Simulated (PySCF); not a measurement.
## Calculated NMR parameters of [BH3-][P+]1(C#CC)CCC1

```
Formula                               : C6H12BP
SMILES                                : [BH3-][P+]1(C#CC)CCC1
Point group of the computed structure : C1
Carbon signals                        : 5
Proton signals                        : 6
```

Atom-mapped SMILES (the numbers label the heavy atoms): `[BH3-:1][P+:2]1([C:3]#[C:4][CH3:5])[CH2:6][CH2:7][CH2:8]1` (H(Xn): hydrogen on atom n).

[PySCF 2.14.0 with density-fitted response routines: GIAO KT3/pcSseg-1 shieldings; PBE0-D3(BJ)/def2-SVP structure; relativity neglected; one averaged value for each set of equivalent atoms; a single conformation; isolated molecule]

Scale: $^{1}$H (σref 31.32), $^{13}$C (σref 182.31) vs TMS; $^{31}$P (σref 332.35) vs H3PO4; $^{11}$B (σref 100.51) vs BF3·OEt2 (reference shieldings calculated alike).

| carbon | δC, type | δH (multiplicity) | HMBC from (2–3 bonds) | span of the C tensor (ppm) |
| --- | --- | --- | --- | --- |
| C3 | 69.8, C | – | Hb(C6)/Hb(C8), H(C5), Ha(C6)/Ha(C8), H(B1) | 238 |
| C4 | 103.9, C | – | H(C5) | 234 |
| C5 | 7.6, CH3 | 2.21 (s) | – | 28 |
| C6/C8 | 31.4, CH2 | Ha(C6) 2.02 (m); Hb(C6) 2.30 (m) | Ha(C7), Hb(C7), Hb(C6)/Hb(C8), Ha(C6)/Ha(C8), H(B1) | 35 |
| C7 | 26.4, CH2 | Ha(C7) 2.85 (m); Hb(C7) 2.34 (m) | Hb(C6)/Hb(C8), Ha(C6)/Ha(C8) | 36 |

Other nuclei:
```
atoms   nucleus                                        environment  δ (ppm)  σ (ppm)
H(B1)   $^{1}$H                    hydrogen on a boron bonded to P     1.13    30.19
   P2  $^{31}$P  phosphorus bonded to 3 C, B, in a 4-membered ring     24.4    307.9
   B1  $^{11}$B                             boron bonded to P, 3 H    -40.4    140.9
```

δC 103.9, 69.8: alkyne carbon; the triple bond shields along its axis, which puts it between sp3 and sp2 carbons. δC 26.4: sp3 CH2 in a ring; a saturated carbon with 2 carbon neighbours and no heteroatom attached. δC 7.6: propargylic methyl carbon; saturated and bonded to C and H only. δH 2.30, 2.02: hydrogen on an sp3 CH2 bonded to P. δH 1.13: hydrogen on a boron bonded to P.

Hydrogens on boron are broadened and split by $^{11}$B (spin 3/2, 80 %) and 10B (spin 3). Splittings by $^{31}$P in the carbon and heteronuclear signals aren't shown, as no couplings were computed. Shifts are as computed, not scaled to solution data. Of 1211 compounds with measured shifts, 218 miss one by over three times the rms of a fit or turn the order of signals round; such compounds aren't used in these exercises. Experimental scales use liquid or dissolved standards, which lie at an offset from isolated H3PO4. Multiplicities follow the n + 1 count of equivalent neighbours, as no J values were calculated; m marks all less simple cases, F and P coupling included.
